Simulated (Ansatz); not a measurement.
Born–Oppenheimer molecular dynamics of AlCl₂H₆NO₂Ti (13 atoms, charge 0, multiplicity 1). It starts at the highest image of a converged band. Of that band: Beside the main top the profile has a ripple of under 15 meV (maxima at images 3, 5), which may be a very shallow well or noise. Neighbouring images differ by up to 1.3 eV, so the band resolves the path poorly. A vibrational analysis at the climbing image gives one clearly imaginary mode, 1801i cm⁻¹: a first-order saddle point.

These are results of Ansatz, RHF/def2-SVP, not measurements.

| Quantity | Value |
| --- | --- |
| ensemble | NVE (velocity Verlet) |
| time step | 0.5 fs |
| steps asked | 200 |
| starting velocities drawn for | 100 K |
| seed | 2582 |

First frame:

```xyz
13
Properties=species:S:1:pos:R:3
Ti 0.131 -0.449 0.238
O 0.747 0.293 1.970
H 0.409 0.977 2.529
Cl 1.709 0.194 -1.169
Cl -1.792 0.678 0.179
N -0.561 -2.074 -0.853
H -1.541 -2.008 -1.084
H -0.063 -2.194 -1.723
O 0.481 -1.811 1.403
Al -0.095 -3.361 0.601
H 1.093 -4.302 0.149
H -1.415 -3.924 1.269
H 0.712 -0.900 2.145
```

Problem. How far do the bonds stretch over the last three quarters of this one trajectory? (Pairs bonded in most of those frames.)

Solution. 
| bond | mean (Å) | spread (Å) | shortest | longest |
| --- | --- | --- | --- | --- |
| Ti1–O2 | 2.633 | 0.202 | 2.17 | 2.82 |
| Ti1–Cl4 | 2.244 | 0.020 | 2.21 | 2.28 |
| Ti1–Cl5 | 2.261 | 0.041 | 2.20 | 2.31 |
| Ti1–N6 | 2.077 | 0.028 | 2.03 | 2.12 |
| Ti1–O9 | 1.659 | 0.056 | 1.58 | 1.75 |
| Ti1–Al10 | 2.844 | 0.035 | 2.79 | 2.90 |
| O2–H3 | 0.950 | 0.020 | 0.91 | 1.00 |
| O2–H13 | 0.955 | 0.038 | 0.89 | 1.01 |
| N6–H7 | 1.009 | 0.012 | 0.99 | 1.03 |
| N6–H8 | 1.010 | 0.006 | 1.00 | 1.02 |
| N6–Al10 | 1.999 | 0.062 | 1.89 | 2.12 |
| O9–Al10 | 1.893 | 0.069 | 1.79 | 1.99 |
| Al10–H11 | 1.582 | 0.006 | 1.57 | 1.59 |
| Al10–H12 | 1.581 | 0.005 | 1.57 | 1.59 |

Mean temperature of the second half: 407 K. The conserved energy stayed within 0.25 meV per atom of its start (net change -0.021 meV per atom), so the integration is sound. The kinetic energy rose, since the run started high on the potential surface and went downhill. A run of 0.1 ps of so small a system gives no equilibrium averages. The orbitals stay closed-shell, which can raise the energy where a bond breaks towards radicals; this wasn't checked here.

The run took 11 min on 4 threads of Arm Neoverse V1, on a shared host, peak memory 0.53 GiB.
